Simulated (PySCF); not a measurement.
Nuclear quadrupole coupling in `FC1=C[C@@H](O[SiH3])C=C1`

Species: C₅H₇FOSi.
Z-matrix (Å and degrees, GFN2-xTB geometry), rows numbered from 1:
```
F 
C   1  1.3374
C   2  1.3352  1  126.58
C   3  1.5062  2  107.68  1  -177.61
O   4  1.3869  3  113.51  2  -131.22
Si  5  1.6212  4  131.31  3   160.12
C   4  1.5075  3  102.83  2    -3.66
C   7  1.3352  4  109.81  3     4.03
H   3  1.0713  2  128.78  1     1.59
H   4  1.1068  3  107.64  2   108.90
H   6  1.4648  5  111.67  4   -65.40
H   6  1.4674  5  111.21  4    55.30
H   6  1.4522  5   98.47  4   174.66
H   7  1.0731  4  121.88  3  -177.61
H   8  1.0742  2  123.66  1    -0.34
```

Field gradients from the PBE0/pcSseg-1 density (PySCF, non-relativistic), principal values in atomic units, ordered |Vxx| ≤ |Vyy| ≤ |Vzz|:

```
atom      Vxx      Vyy     Vzz
  O5  -0.5611  -1.2303  1.7915
```

**Question.** Find the asymmetry η = (Vxx − Vyy)/Vzz and the couplings χ = eQV/h (234.96 MHz × Q in barn × V in au), with Q(17O) = −0.0256 b.

**Answer.** 
```csv
atom,environment,nucleus,η,χzz (MHz),χxx (MHz),χyy (MHz)
O5,silyl ether oxygen,17O,0.37,-10.78,3.38,7.40
```

The tensor is traceless: Vxx + Vyy + Vzz = 0.

**Question.** What is Vzz at O5 in SI units (1 au = 9.71736 × 10²¹ V/m²)?

**Answer.** 1.7915 au = 17.408 × 10²¹ V/m².

**Question.** And the gradient at the other heavy atoms, for which no coupling is worked out here?

**Answer.** 
| atom | environment | Vzz (au) | η |
| --- | --- | --- | --- |
| F1 | vinyl fluorine | 2.963 | 0.14 |
| C2 | vinylic C–F carbon | -0.433 | 0.73 |
| C3 | alkene CH carbon | 0.164 | 0.66 |
| C4 | sp3 carbon bound to oxygen | 0.336 | 0.24 |
| Si6 | oxygen-bound silicon | 0.530 | 0.24 |
| C7 | alkene CH carbon | 0.277 | 0.49 |
| C8 | alkene CH carbon | 0.290 | 0.61 |

Were the hydrogens deuterons (Q(2H) = 0.00286 b), χzz would run from 105 kHz (H12) to 235 kHz (H9).

The structure is a single GFN2-xTB conformer in the gas phase; no vibrational or solvent corrections. GFN2-xTB bond lengths can be off by several hundredths of an ångström, more for odd bonds, and the gradients follow them. With a basis this small, the couplings can be 20 % off.

The run behind these numbers computed NMR shieldings as well. On Arm Neoverse N1, one thread, shared host with 64 logical CPUs at a one-minute load of 60, this took 44 s of wall time and 0.81 GiB of memory at its peak.
